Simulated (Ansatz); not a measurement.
Ansatz (a first-principles code) job for N,N-dimethyl-1-methylsilylmethanamine (C4H13NSi), SMILES C[SiH2]CN(C)C, PBE/def2-SVPD. Geometry optimised at PBE0-D3(BJ)/def2-SVP. The values are those of a single conformer.

Ansatz 0.2 input:
```yaml
crystal:
  periodic: [false, false, false]
  atoms:
    - {symbol: C, position_ang: [2.96136807, -0.34928890, 0.19259877]}
    - {symbol: Si, position_ang: [1.36576115, 0.57535535, -0.17831291]}
    - {symbol: C, position_ang: [-0.09854696, -0.57154696, 0.20434854]}
    - {symbol: N, position_ang: [-1.38721699, -0.14704312, -0.29305818]}
    - {symbol: C, position_ang: [-2.38857237, -1.17399893, -0.16585301]}
    - {symbol: C, position_ang: [-1.82814097, 1.11010318, 0.25173416]}
    - {symbol: H, position_ang: [2.99178814, -0.67153911, 1.24524835]}
    - {symbol: H, position_ang: [3.83854156, 0.29003861, 0.01031553]}
    - {symbol: H, position_ang: [3.05611004, -1.24438581, -0.44159884]}
    - {symbol: H, position_ang: [1.31801753, 1.81945300, 0.65529866]}
    - {symbol: H, position_ang: [1.31759228, 0.98591597, -1.61669909]}
    - {symbol: H, position_ang: [-0.10678616, -0.77856253, 1.30459177]}
    - {symbol: H, position_ang: [0.15994387, -1.53545648, -0.27033219]}
    - {symbol: H, position_ang: [-2.61110338, -1.44331158, 0.89322226]}
    - {symbol: H, position_ang: [-3.33038041, -0.84599752, -0.63316713]}
    - {symbol: H, position_ang: [-2.05976209, -2.09026915, -0.68034595]}
    - {symbol: H, position_ang: [-2.78373642, 1.40532997, -0.20828079]}
    - {symbol: H, position_ang: [-1.97817779, 1.08520089, 1.35670939]}
    - {symbol: H, position_ang: [-1.09883118, 1.90630017, 0.03585538]}
basis:
  gaussian:
    orbitals: def2-SVPD
hamiltonian:
  xc: {name: PBE}
```

Output:

```
WARN ansatz: RAYON_NUM_THREADS=2 ignored (pool sized by the plan → 2); use --threads N
Functional definition: PBE
integrals: 0.20 GiB planned
1911 factors; their error is unknown
mean field: 1.33 GiB planned
mean field evaluation 1: about -13691.8396 eV, gradient 8.3e1 eV
mean field evaluation 2: about -13645.4723 eV, gradient 1.5e2 eV
mean field evaluation 4: about -13708.8821 eV, gradient 9.9e0 eV
mean field evaluation 8: about -13709.0897 eV, gradient 2.8e-1 eV
mean field evaluation 16: about -13708.9939 eV, gradient 7.4e-4 eV
mean field -13708.99385260 eV, -503.7962317934 hartree, gradient 4.2e-5 eV, S^2 0.000000; 0 other end points of the search recorded, 0 dependent functions left out
reference -13708.99390908 eV, -503.7962338687 hartree; 29, 29 occupied and 199, 199 virtual orbitals, 1911 factors
Total energy: -13708.99390908 eV, -503.7962338687 hartree
```

Self-consistency was reached.
